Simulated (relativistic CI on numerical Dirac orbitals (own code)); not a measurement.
## The 14-electron sequence from Si to Cu¹⁵⁺

These numbers are calculated, not measured: Dirac-Coulomb-Breit CI, orbitals from a KLI potential per configuration, model QED (radiative potential, 1s self-energy scaled to tabulated hydrogen-like ionisation energies), valence Slater integrals scaled by 0.9, P86 correlation energy added to each configuration (own radial code, finite nucleus).

Configurations in the expansion (outside the closed core [Ne]): 3s2 3p2, 3s 3p3, 3s2 3p 3d, 3p4, 3s 3p2 3d, 3s2 3d2, 3s 3d3, 3p2 3d2, 3p 3d3. Double excitations out of closed p, d and f shells are left out; levels of such configurations are missing from the list, as are those of other unlisted configurations, and high levels can miss mixing partners.

Energies above each ion's lowest level, in eV. Levels are followed by their leading LS label, which can pass from one level to another where the coupling changes.

```csv
Ion,3s2 3p2 3P_0,3s2 3p2 3P_1,3s2 3p2 3P_2,3s2 3p2 1D_2,3s2 3p2 1S_0,3s 3p3 5S°_2,3s 3p3 3D°_1
Si,0,0.0089128,0.02586,0.94982,1.7826,3.6572,6.1998
P⁺,0,0.019547,0.055889,1.262,2.7441,5.694,8.864
S²⁺,0,0.035882,0.10062,1.5491,3.4512,7.5902,11.376
Cl³⁺,0,0.059658,0.16349,1.8354,4.093,9.4497,13.869
Ar⁴⁺,0,0.093039,0.24839,2.1319,4.721,11.314,16.359
K⁵⁺,0,0.13869,0.35964,2.4464,5.3557,13.205,18.863
Ca⁶⁺,0,0.19987,0.50195,2.7868,6.0103,15.134,21.393
Sc⁷⁺,0,0.28046,0.68039,3.1612,6.6962,17.115,23.962
Ti⁸⁺,0,0.38506,0.9003,3.5794,7.4251,19.157,26.581
V⁹⁺,0,0.51903,1.1672,4.0523,8.209,21.273,29.261
Cr¹⁰⁺,0,0.68848,1.4866,4.5929,9.0613,23.474,32.012
Mn¹¹⁺,0,0.9003,1.8642,5.2157,9.9966,25.77,34.844
Fe¹²⁺,0,1.1621,2.3055,5.9371,11.031,28.174,37.768
Co¹³⁺,0,1.4822,2.8163,6.7753,12.181,30.697,40.793
Ni¹⁴⁺,0,1.8695,3.4023,7.7496,13.464,33.353,43.931
Cu¹⁵⁺,0,2.3334,4.0701,8.8804,14.901,36.153,47.19
```

The lowest level keeps the configuration 3s2 3p2 and J = 0 throughout.

Between Z = 26 and 29 the energy of 3s2 3p2 3P_1 follows a local power law Z^6.4. For orientation: electrostatic splittings inside a shell grow about linearly with the screened charge, excitations that change n as its square, and fine structure as its fourth power; written in Z itself the exponents are larger, since the screened charge grows faster in proportion.

The members near neutrality are the least accurate: they can be off by several eV, miss lower levels of configurations outside the list, or start from a wrong lowest level.
